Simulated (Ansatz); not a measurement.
A nudged elastic band was laid between two geometries of CH₃NSe₂ (7 atoms, charge 0, multiplicity 1).

Theory: RKS B3LYP/def2-SVP in Ansatz.

```json
{
  "movable images": "8",
  "climbing image": "no",
  "spring": "5.0 eV/Å²",
  "optimiser": "quadratic models (default)",
  "start path": "IDPP",
  "force threshold": "0.05 eV/Å",
  "iteration limit": "60",
  "end points": "relaxed"
}
```

Initial state:

```xyz
7
Properties=species:S:1:pos:R:3
N -1.399 -0.968 0.433
C -0.359 -0.304 0.186
Se 0.648 0.354 1.705
Se 0.299 0.070 -1.625
H -1.933 -1.224 -0.404
H 1.882 0.640 0.950
H 0.924 1.363 -1.290
```

Final state:

```xyz
7
Properties=species:S:1:pos:R:3
N -1.329 -1.064 0.431
C -0.380 -0.273 0.187
Se 0.594 0.428 1.706
Se 0.137 0.295 -1.620
H -1.757 -1.465 -0.409
H 1.229 1.539 0.973
H 1.568 0.472 -1.313
```

(1) Which bonds break or form, and what moves?

(2) Give the energies along the band, and the barrier.

(3) What is the geometry of the highest image?

The band took 6 iterations and roughly 6 core-minutes.

## Answers

(1) No bond is made or broken. The dihedral Se3–C2–Se4–H7 goes from -31 to 31°. The two ends are copies of one structure, up to a mirror image or an exchange of like atoms.

(2) It converged. The highest image is number 4 of 0 to 9, 0.020 eV above the ends, which have the same energy within 2 meV. No image climbed, so the highest image needn't sit at the top of the path.

| image | path coordinate (Å) | energy (eV) | dihedral Se3–C2–Se4–H7 (°) |
| --- | --- | --- | --- |
| 0 | 0.00 | 0.000 | -31 |
| 1 | 0.16 | 0.003 | -25 |
| 2 | 0.32 | 0.009 | -18 |
| 3 | 0.48 | 0.015 | -11 |
| 4 | 0.64 | 0.020 | -4 |
| 5 | 0.81 | 0.019 | 4 |
| 6 | 0.97 | 0.015 | 11 |
| 7 | 1.13 | 0.009 | 18 |
| 8 | 1.29 | 0.003 | 25 |
| 9 | 1.45 | 0.000 | 31 |

(3) 
```xyz
7
Properties=species:S:1:pos:R:3
N -1.364 -1.050 0.432
C -0.377 -0.310 0.178
Se 0.597 0.358 1.713
Se 0.172 0.154 -1.642
H -1.868 -1.382 -0.396
H 1.627 1.095 0.959
H 1.273 1.066 -1.290
```

Time of the run: 2.9 min on 2 threads of Arm Neoverse V1 (shared host), peak memory 0.27 GiB.
